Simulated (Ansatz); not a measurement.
Wavefunction ladder for FH4NO2Si, SMILES `N[Si](O)(O)F`

```
atom   x (Å)   y (Å)   z (Å)
  N1  -0.463  -1.304   0.334
 Si2  -0.020   0.311   0.106
  O3   1.548   0.509  -0.294
  O4  -0.866   1.048  -1.070
  F5  -0.307   1.005   1.511
  H6  -0.488  -1.950  -0.437
  H7  -1.136  -1.542   1.043
  H8   2.199   0.105   0.282
  H9  -0.466   1.819  -1.475
```

Charge 0, multiplicity 1. Geometry: relaxed with PBE0-D4/def2-TZVP. It is one conformer, not always the lowest. Frozen core, restricted reference, Ansatz. CBS rows extrapolate triple and quadruple zeta.

```tsv
basis	HF (Eh)	MP2 corr.	CCSD corr.	(T)	CCSD(T) total
def2-TZVPP	?	-1.05677	?	-0.03556	?
def2-QZVPP	-595.29046	-1.14684	?	-0.04164	?
CBS(def2)	-595.29390	-1.21356	-1.21114	?	?
```

(1) Fill in the withheld values. (Estimate.)

## Answers

(1) Ansatz gave: def2-TZVPP HF (Eh): -595.26545; def2-TZVPP CCSD corr.: -1.07181; def2-TZVPP CCSD(T) total: -596.37282; def2-QZVPP CCSD corr.: -1.15185; def2-QZVPP CCSD(T) total: -596.48395; CBS(def2) (T): -0.04615; CBS(def2) CCSD(T) total: -596.55119.
